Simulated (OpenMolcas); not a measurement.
## d9 ions of charge +2 down a group with 4 bromide ligands in tetrahedral coordination

```yaml
Program: OpenMolcas
Method: CASSCF
Spin-orbit_coupling: state interaction with AMFI integrals over the reference wave functions
```

The d shell is active. Anionic complexes are neutralised by point charges behind the ligands. Distances were set from a Shannon-type radius of the metal (high-spin where two are listed) plus a fixed donor radius (Br 1.91 Å). Ligand basis ANO-RCC-VDZP, DKH2 Hamiltonian. States (labels of Td). Energies in cm-1 above the lowest state or level, χT in cm3 K/mol; under a threefold ground state the first gap can be a small split of the lowest multiplet, not the spin-orbit step; 10Dq is the gap between the two states; 10Dq is negative for this site. Spin-only χT is S(S+1) / 2 for the spin of the ground state.

```
 Ion  Shell  R (Å)   Metal basis  Outer charge (e at Å behind ligand)  Ground state  First state of that spin   10Dq  First gap with spin-orbit (degeneracies)  χT at 300 K  Spin-only χT
Cu2+    3d9   2.48  ANO-RCC-VDZP                           0.5 at 2.4           2T2                   2E 1475  -1475                              567.9 (2, 4)        1.076         0.375
Ag2+    4d9    2.7  ANO-RCC-VDZP                           0.5 at 2.6           2T2                   2E 4030  -4030                               1060 (2, 4)        0.571         0.375
```

The rows also differ in their outer charges, so part of each step comes from that.

|10Dq| changes by a factor of 4030 / 1475 = 2.73 from Cu2+ to Ag2+.

χT departs most from the spin-only value for Cu2+, by +0.701 cm3 K/mol.

An orbital triplet at a regular site is open to Jahn-Teller coupling, which can distort the site and quench the lowest spin-orbit gaps and is left out. Ligand-to-metal charge-transfer states are missing. With metal d orbitals alone and no dynamic correlation the field as a rule comes out too small, by tens of per cent, by up to half for chloride and softer ligands, and with too little covalency χT stands high (holds for Cu2+). The least metal-like active orbital is 82 % on the metal (Löwdin) and no ligand orbital is active, so the numbers are rough (holds for Ag2+). With metal d orbitals alone the field can be off either way by tens of per cent (holds for Ag2+). No measured value stands beside these numbers; the geometry is a model, was not optimised and need not be the one that this ion takes.
